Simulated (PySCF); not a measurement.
FNa, charge +1, doublet, at the geometry of the source list (a state made from the parent by changing its charge; the spin is typed, not shown lowest); B3LYP/def2-SV(P) (PySCF).

Input for PySCF:
```python
from pyscf import gto, scf, dft

mol = gto.M(
    atom='''
Na   -0.468200   -0.386100   -0.632500
F     0.468200    0.386100    0.632500
''',
    basis='def2-sv(p)',
    charge=1,
    spin=1,
    verbose=5,
)

mf = dft.UKS(mol)
mf.xc = 'b3lyp'
mf.kernel()
```

What the program printed (banner, timings and long lists left out):

```
PySCF version 2.14.0

[INPUT] verbose = 5
[INPUT] max_memory = 4000
[INPUT] num. atoms = 2
[INPUT] num. electrons = 19
[INPUT] charge = 1
[INPUT] spin (= nelec alpha-beta = 2S) = 1
[INPUT] symmetry False subgroup None
[INPUT] Mole.unit = angstrom
[INPUT] Symbol           X                Y                Z      unit          X                Y                Z       unit  Magmom
[...]
[INPUT] ---------------- BASIS SET ----------------
[INPUT] l, kappa, [nprim/nctr], expnt,             c_1 c_2 ...
[INPUT] F
[...]
                                435.4193912       -0.039904258866
                                98.843328866      -0.17912768038
                                27.485198001      -0.46758090825
                                8.5405498171      -0.4465313102
[...]
                                4.9872339257      -0.23754317067
                                1.3491613954      -0.51287353587
[...]
[INPUT] Na
[...]
                                616.49374031      -0.043647161872
                                139.96644001      -0.19431465884
                                39.073441051      -0.48685065731
                                11.929847205      -0.41881705137
[...]
                                1.9838860978      -0.56359144041
                                0.64836323942     -0.51954009048
[...]
                                17.274818978      0.099738293184
                                5.1842347425      0.312095939659
                                1.6601211973      0.492956748074
                                0.51232528958     0.32420398318
[...]
nuclear repulsion = 29.8833590169997
number of shells = 13
number of NR pGTOs = 57
number of NR cGTOs = 29
basis = def2-sv(p)
ecp = {}

******** <class 'pyscf.dft.uks.UKS'> ********
method = UKS
initial guess = minao
damping factor = 0
level_shift factor = 0
DIIS = <class 'pyscf.scf.diis.CDIIS'>
diis_start_cycle = 1
diis_space = 8
diis_damp = 0
SCF conv_tol = 1e-09
SCF conv_tol_grad = None
SCF max_cycles = 50
direct_scf = True
direct_scf_tol = 1e-13
number electrons alpha = 10  beta = 9
XC library pyscf.dft.libxc version 7.1.2
    S. Lehtola, C. Steigemann, M. J. T. Oliveira, and M. A. L. Marques,  SoftwareX 7, 1–5 (2018)
XC functionals = b3lyp
    P. J. Stephens, F. J. Devlin, C. F. Chabalowski, and M. J. Frisch,  J. Phys. Chem. 98, 11623 (1994)
radial grids:
    Treutler-Ahlrichs [JCP 102, 346 (1995); DOI:10.1063/1.469408] (M4) radial grids

becke partition: Becke, JCP 88, 2547 (1988); DOI:10.1063/1.454033
pruning grids: <function nwchem_prune>
grids dens level: 3
symmetrized grids: False
atomic radii adjust function: <function treutler_atomic_radii_adjust>
small_rho_cutoff = 0
Set gradient conv threshold to 3.16228e-05
atom Na rad-grids = 80, ang-grids = [ 50  50  50  50  50  50  50  50  50  50  50  50  50  50  50  50  50  50
  50  50  50  50  50  50  50  50  86  86  86  86  86  86  86  86  86  86
  86  86  86  86 350 350 350 350 350 350 350 350 350 434 434 434 434 434
 434 434 434 434 434 434 434 434 434 434 434 434 434 434 350 350 350 350
 350 350 350 350 350 350 350 350]
atom F rad-grids = 75, ang-grids = [ 50  50  50  50  50  50  50  50  50  50  50  50  50  50  50  50  50  50
  50  50  50  50  86  86  86  86  86  86  86  86  86 266 266 266 266 266
 266 302 302 302 302 302 302 302 302 302 302 302 302 302 302 302 302 302
 302 302 266 266 266 266 266 266 266 266 266 266 266 266 266 266 266 266
 266 266 266]
tot_boxes 1100, boxes in each direction [8 8 9]
Padding 6 grids
tot grids = 32368
nelec by numeric integration = [9.99225425 9.99225425]
E1 = -425.80439161598235  E2 = 134.0489959468665  Ecoul = 158.77363520577418  Exc = -24.724639258907686
init E= -261.872036652116
cond(S) = 53.535265023974

  alpha mo_energy =
[-3.84520305e+01 -2.48731176e+01 -2.22208431e+00 -1.27578652e+00
 -1.15175059e+00 -1.15175058e+00 -1.13768335e+00 -5.26620433e-01
 -5.26607281e-01 -5.25552059e-01 -8.68374313e-02  3.48062573e-03
[...]
  -1.45138325  -1.37877231  -0.72490346  -0.72489189  -0.5549903
  -0.23828628  -0.14307601  -0.14307575  -0.12897509  -0.06847251
   0.05884073   0.05884652   0.07809406   0.07809651   0.11381661
   0.94038461   0.98766238   0.98768146   1.10481487   2.75621626
   2.75629983   2.76224828   2.76427653   2.76430842]
multiplicity <S^2> = 0.75124818  2S+1 = 2.0012478
nelec by numeric integration = [9.99998983 8.99998945]
E1 = -420.6689589529437  E2 = 129.13842949040256  Ecoul = 153.82343143234763  Exc = -24.685001941945067
cycle= 9 E= -261.647170445541  delta_E= 7.79e-09  |g|= 1.54e-05  |ddm|= 0.000307
  alpha mo_energy =
[-38.77130463 -25.07270029  -2.52259982  -1.52835317  -1.45216256
  -1.45216253  -1.43039613  -0.84983932  -0.7571569   -0.75714131
  -0.24210252  -0.14458986  -0.14458963  -0.13176888  -0.07075986
   0.05720874   0.05720877   0.07465287   0.07465375   0.11011141
   0.83536866   0.970935     0.97095453   1.06862648   2.63861058
   2.67690401   2.67690705   2.74188837   2.7419671 ]
  beta  mo_energy =
[-38.77035646 -25.04082156  -2.5207999   -1.48428375  -1.45138353
  -1.45138351  -1.37877224  -0.72490477  -0.72489245  -0.55498785
  -0.23828613  -0.14307586  -0.14307568  -0.12897492  -0.06847242
   0.05884083   0.05884666   0.07809406   0.07809668   0.11381667
   0.94038587   0.98766219   0.98768089   1.10481498   2.75621638
   2.75630007   2.76225311   2.76427596   2.76430492]
multiplicity <S^2> = 0.75124819  2S+1 = 2.0012478
nelec by numeric integration = [9.99998983 8.99998943]
E1 = -420.6689572130602  E2 = 129.13842779414074  Ecoul = 153.82342974354273  Exc = -24.685001949401993
cycle= 10 E= -261.64717040192  delta_E= 4.36e-08  |g|= 2.02e-06  |ddm|= 0.00355
  alpha mo_energy =
[-38.77130434 -25.07270034  -2.5225996   -1.52835309  -1.45216235
  -1.45216233  -1.43039596  -0.84983844  -0.75715745  -0.75714172
  -0.24210254  -0.1445899   -0.14458967  -0.13176891  -0.07075986
   0.0572087    0.05720873   0.07465282   0.07465369   0.11011139
   0.83536917   0.97093473   0.97095422   1.06862644   2.63861115
   2.67690404   2.6769076    2.74188768   2.74196642]
  beta  mo_energy =
[-38.77035618 -25.04082161  -2.5207997   -1.48428362  -1.45138334
  -1.45138331  -1.37877221  -0.72490368  -0.72489187  -0.55498959
  -0.23828618  -0.14307589  -0.14307573  -0.12897495  -0.06847244
   0.05884077   0.05884659   0.07809405   0.07809664   0.11381664
   0.94038547   0.98766232   0.98768101   1.10481496   2.75621642
   2.7563001    2.76225255   2.76427592   2.76430522]
multiplicity <S^2> = 0.75124819  2S+1 = 2.0012478
nelec by numeric integration = [9.99998983 8.99998943]
E1 = -420.66895509164965  E2 = 129.138425672732  Ecoul = 153.82342727553387  Exc = -24.685001602801876
cycle= 11 E= -261.647170401918  delta_E= 1.82e-12  |g|= 6.56e-07  |ddm|= 2.12e-05
  alpha mo_energy =
[-38.77130425 -25.0727001   -2.52259953  -1.52835301  -1.45216229
  -1.45216227  -1.43039586  -0.84983802  -0.75715755  -0.75714174
  -0.24210255  -0.1445899   -0.14458968  -0.13176892  -0.07075985
   0.05720869   0.05720872   0.07465279   0.07465366   0.1101114
   0.83536942   0.97093472   0.97095419   1.06862649   2.63861144
   2.67690413   2.6769079    2.74188754   2.74196628]
  beta  mo_energy =
[-38.7703561  -25.04082137  -2.52079965  -1.48428356  -1.45138329
  -1.45138326  -1.37877213  -0.72490318  -0.72489153  -0.55499012
  -0.2382862   -0.14307589  -0.14307574  -0.12897496  -0.06847243
   0.05884075   0.05884657   0.07809404   0.07809661   0.11381663
   0.94038541   0.98766245   0.98768115   1.10481502   2.75621653
   2.75630022   2.76225246   2.76427599   2.76430544]
multiplicity <S^2> = 0.7512482  2S+1 = 2.0012478
nelec by numeric integration = [9.99998983 8.99998943]
E1 = -420.6689533348109  E2 = 129.13842391589407  Ecoul = 153.82342522865696  Exc = -24.685001312762886
Extra cycle  E= -261.647170401917  delta_E= 7.96e-13  |g|= 2.51e-07  |ddm|= 5.78e-07
converged SCF energy = -261.647170401917  <S^2> = 0.7512482  2S+1 = 2.0012478
```
